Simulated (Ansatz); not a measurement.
Br2GaH3OSi, SMILES `[SiH3][O][Ga]([Br])[Br]`. Total charge 0; spin multiplicity 1. Correlated methods include outer-core shells of Br, Ga, which these sets cover unevenly. Scalar relativity is left out up to krypton.

```xyz
8

Si    0.9596    0.0477   -1.1061
O    -0.2238   -0.6283   -0.1906
Ga   -1.1689   -0.2173    1.2327
Br   -2.6919   -1.7058    1.9705
Br   -0.8360    1.7666    2.2696
H     2.2922   -0.2469   -0.5169
H     0.8795   -0.5391   -2.4666
H     0.7892    1.5231   -1.1925
```

(1) Give the diagnostics of a CCSD(T)/def2-TZVPP run (frozen core, the Gaussian-basis code of Ansatz). (Best estimate.)

Results:

(1) Ansatz gave: T1 = 0.0105, largest single amplitude 0.025, largest double 0.020, (T) share of the correlation energy 3.6 %, 9 CCSD cycles. The RHF solution is stable towards an unrestricted one. T1 lies under the customary mark of 0.02 for closed shells.
